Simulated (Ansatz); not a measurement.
A nudged elastic band was laid between two geometries of AlF2H + H3P (8 atoms, charge 0, multiplicity 1).

Method: Ansatz 0.2.0, RKS PBE-D4/6-31G*.

```
movable images  : 5
climbing image  : yes
spring          : 5.0 eV/Å²
optimiser       : quadratic models (default)
start path      : through a guess of the saddle point
force threshold : 0.03 eV/Å
iteration limit : 60
end points      : relaxed
```

Image 0:

```xyz
8
Properties=species:S:1:pos:R:3
Al 0.045 -0.013 0.047
H -0.140 0.655 1.470
F 1.550 -0.082 -0.672
F -1.278 -0.342 -0.916
P 0.233 -3.014 1.068
H -0.807 -2.466 0.240
H 1.283 -2.281 0.413
H 0.062 -2.037 2.106
```

Image 6:

```xyz
8
Properties=species:S:1:pos:R:3
Al 0.027 -0.765 -0.095
H 0.251 0.498 2.053
F 1.342 0.256 -0.217
F -1.451 -0.175 -0.589
P 0.238 -2.939 0.693
H -0.559 -3.472 -0.378
H 1.478 -3.141 -0.004
H -0.379 0.159 2.293
```

**Question.** Which bonds break or form, and what moves?

**Answer.** Bonds broken: Al1–H2, P5–H8. Bonds formed: Al1–P5, H2–H8. AlF2H + H3P becomes AlF2H2P + H2.

**Question.** What energy profile does the band end with?

**Answer.** It converged. The highest image is number 3 of 0 to 6, 107.8 kJ/mol above the first end and 134.8 kJ/mol above the last; the last end lies 27.0 kJ/mol below the first. A vibrational analysis at the climbing image gives one clearly imaginary mode, 1182i cm⁻¹: a first-order saddle point. The orbitals stay closed-shell, which can raise the energy where a bond breaks towards radicals; this wasn't checked here.

| image | path coordinate (Å) | energy (kJ/mol) | Al1–H2 (Å) | P5–H8 (Å) | Al1–P5 (Å) |
| --- | --- | --- | --- | --- | --- |
| 0 | 0.00 | 0.0 | 1.58 | 1.44 | 3.18 |
| 1 | 0.60 | 0.6 | 1.58 | 1.45 | 3.14 |
| 2 | 1.20 | 24.6 | 1.60 | 1.49 | 2.88 |
| 3 | 1.80 | 107.8 | 1.73 | 1.82 | 2.53 |
| 4 | 2.54 | 8.7 | 2.13 | 2.38 | 2.32 |
| 5 | 3.27 | -24.1 | 2.52 | 2.99 | 2.32 |
| 6 | 4.01 | -27.0 | 2.50 | 3.54 | 2.32 |

**Question.** What is the geometry of the highest image?

**Answer.** 
```xyz
8
Properties=species:S:1:pos:R:3
Al 0.070 -0.408 0.078
H -0.134 0.160 1.703
F 1.538 0.068 -0.544
F -1.335 -0.234 -0.795
P 0.211 -2.682 1.171
H -0.750 -2.874 0.120
H 1.365 -2.652 0.316
H -0.018 -0.956 1.707
```

**Question.** What are the harmonic wavenumbers there?

**Answer.** 1182i, 121, 138, 189, 262, 370, 395, 500, 531, 749, 934, 953, 1073, 1194, 1547, 1711, 2330, 2358 cm⁻¹.

Time of the run: 85 s on 1 thread of AMD EPYC 9B45 (Zen 5), on a shared host, peak memory 0.16 GiB.
